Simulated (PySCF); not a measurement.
**Fractional electron number in Bi²⁺ (bismuth, charge +2)**

The 6p alpha orbital of [Xe] 4f14 5d10 6s2 6p1 is emptied in steps (occupation f), with all orbitals relaxed, ending at [Xe] 4f14 5d10 6s2. All numbers are calculated (PySCF 2.14, a scalar-relativistic core potential, in def2-TZVP with the def2 core potential (60 electrons) (6s5p3d2f, 50 functions)). The exact energy is a straight line in f; departures are measured from the line between the end points of the same method.

```json
{"f": "1", "UHF (eV)": "0.000", "LDA (eV)": "0.000", "PBE (eV)": "0.000", "PBE0 (eV)": "0.000", "r2SCAN (eV)": "0.000", "LC-wPBE (eV)": "0.000", "BHandHLYP (eV)": "0.000", "wB97X (eV)": "0.000", "BLYP (eV)": "0.000", "MN15 (eV)": "0.000"}
{"f": "0.8", "UHF (eV)": "0.044", "LDA (eV)": "-0.667", "PBE (eV)": "-0.648", "PBE0 (eV)": "-0.474", "r2SCAN (eV)": "-0.602", "LC-wPBE (eV)": "-0.057", "BHandHLYP (eV)": "-0.325", "wB97X (eV)": "-0.118", "BLYP (eV)": "-0.670", "MN15 (eV)": "-0.373"}
{"f": "0.6", "UHF (eV)": "0.065", "LDA (eV)": "-1.001", "PBE (eV)": "-0.972", "PBE0 (eV)": "-0.708", "r2SCAN (eV)": "-0.891", "LC-wPBE (eV)": "-0.081", "BHandHLYP (eV)": "-0.487", "wB97X (eV)": "-0.178", "BLYP (eV)": "-1.005", "MN15 (eV)": "-0.553"}
{"f": "0.4", "UHF (eV)": "0.064", "LDA (eV)": "-1.000", "PBE (eV)": "-0.970", "PBE0 (eV)": "-0.705", "r2SCAN (eV)": "-0.874", "LC-wPBE (eV)": "-0.077", "BHandHLYP (eV)": "-0.487", "wB97X (eV)": "-0.178", "BLYP (eV)": "-1.005", "MN15 (eV)": "-0.546"}
{"f": "0.2", "UHF (eV)": "0.042", "LDA (eV)": "-0.665", "PBE (eV)": "-0.646", "PBE0 (eV)": "-0.468", "r2SCAN (eV)": "-0.565", "LC-wPBE (eV)": "-0.048", "BHandHLYP (eV)": "-0.325", "wB97X (eV)": "-0.118", "BLYP (eV)": "-0.670", "MN15 (eV)": "-0.356"}
{"f": "0", "UHF (eV)": "0.000", "LDA (eV)": "0.000", "PBE (eV)": "0.000", "PBE0 (eV)": "0.000", "r2SCAN (eV)": "0.000", "LC-wPBE (eV)": "0.000", "BHandHLYP (eV)": "0.000", "wB97X (eV)": "0.000", "BLYP (eV)": "0.000", "MN15 (eV)": "0.000"}
```

Question: For UHF, how does the orbital energy at f = 1 compare with the removal energy?

Answer: −ε = 23.314 eV against a total-energy difference of 23.039 eV. By Janak's theorem ε = ∂E/∂f, so the gap between them reflects the curvature. Along the path −ε is 23.201 (f = 0.8), 23.091 (f = 0.6), 22.983 (f = 0.4), 22.879 (f = 0.2) eV.

```tsv
method	E(f=0) − E(f=1) (eV)	−ε at f=1 (eV)	−ε at f=0.4 (eV)
UHF	23.039	23.314	22.983
LDA	23.884	19.718	24.726
PBE	23.638	19.585	24.455
PBE0	23.662	20.693	24.265
r2SCAN	23.725	19.930	24.557
LC-wPBE	23.771	23.402	23.858
BHandHLYP	23.655	21.625	24.059
wB97X	23.459	22.729	23.607
BLYP	23.608	19.430	24.446
MN15	23.746	21.389	24.245
```

Reference removal energy between the ground levels: 25.571 eV (measured; NIST Atomic Spectra Database, ionization energies). The calculation has no spin-orbit coupling. UHF lacks correlation.
